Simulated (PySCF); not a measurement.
B(Vi)(NH2)2, SMILES C=CB(N)N (C₂H₇BN₂) at its PBE0/def2-SVP optimised geometry (Å):

```
12

B     -0.0925    -0.6606     0.0000
C     -0.8737     0.7107     0.0000
C     -0.4003     1.8576    -0.5023
H     -1.8927     0.7326     0.4130
H     -0.9782     2.7885    -0.5021
H      0.5966     1.9158    -0.9565
N     -0.8374    -1.8669    -0.0081
H     -1.8429    -1.8736    -0.0940
H     -0.4250    -2.7885    -0.0393
N      1.3243    -0.6606     0.0000
H      1.8927    -1.4949    -0.0266
H      1.8545     0.1872     0.1357
```

Computed with PBE0/def2-TZVP (PySCF). Cells within 0.4 Å of a nucleus heavier than hydrogen are left out (blank, or x).

Map of the electron localisation function on the plane z = 0.0 Å:

```
|0000000000000000000000000000000|
|0000000000000000000000000000000|
|0000000000000000000000000000000|
|0000000000366510000000000000000|
|0000000004899851000000000000000|
|0000000017999972000000000000000|
|0000000006999973110000000000000|
|0000000002899975332100000000000|
|0000000000268865555310000000000|
|0000000000025545665300000000000|
|0000000111126876653000000000000|
|0000004787657997420000000000000|
|000002799996xx75200026641000000|
|000002899995xx55100599973000000|
|000001799996x597213899983000000|
|0000002677668996345899962000000|
|000000000012671x386x88620000000|
|00000000000022xx19xxx6410000000|
|000000001122571x386x88730000000|
|0000001588866895255899973000000|
|000000589998xx76113899985000000|
|000000689998xx65100699985000000|
|0000004899876897200278872000000|
|0000001566447999600025520000000|
|0000000011138999810000000000000|
|0000000000027999720000000000000|
|0000000000015888610000000000000|
|0000000000001454100000000000000|
|0000000000000000000000000000000|
|0000000000000000000000000000000|
|0000000000000000000000000000000|
```
Scale: ten equal steps from 0.000 (start of '0') to 0.998 (end of '9'), in the order '0123456789'; x runs from -5.00 to 5.00, y from -5.00 (bottom) to 5.00 (top).
